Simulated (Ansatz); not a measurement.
CH6BFGe can be A, `B[CH2][GeH2][F]`, or B, `C[BH][GeH2][F]`.

Program: Ansatz. Geometries: PBE0-D4/def2-TZVP. ΔE: electronic, gas phase. CCSD(T)/CBS adds triple-zeta CCSD(T) − MP2 to the extrapolated MP2 energy (def2 sets, frozen cores). Functionals use def2-TZVPP. B3LYP here is the variant with VWN-RPA as its local correlation; programs differ in this. For Ge outer-core shells are correlated without core-valence functions, which leaves a few kJ/mol of doubt a bond. Scalar relativity is left out up to krypton. One conformer a species, not always the lowest.

**Question.** Which is lower in electronic energy at CCSD(T)/CBS, and by how much? (Estimate.)

**Answer.** The calculation gave: A, by 16.9 kJ/mol.

**Question.** Give E(B) − E(A) in kJ/mol with B2PLYP, CCSD/def2-TZVPP, PBE0-D4, PBE-D4, B3LYP-D4, CCSD(T)/def2-TZVPP, MP2/def2-TZVPP. (Estimate.)

**Answer.** Computed: B2PLYP 15.4, CCSD/def2-TZVPP 17.3, PBE0-D4 10.1, PBE-D4 7.0, B3LYP-D4 11.5, CCSD(T)/def2-TZVPP 18.2, MP2/def2-TZVPP 24.2. None reverses the order clearly.

Largest T1 diagnostic: 0.012.

From PBE to PBE0 (25 % exact exchange), in def2-TZVPP and without D4, E(B) − E(A) moves by +3.3 kJ/mol.
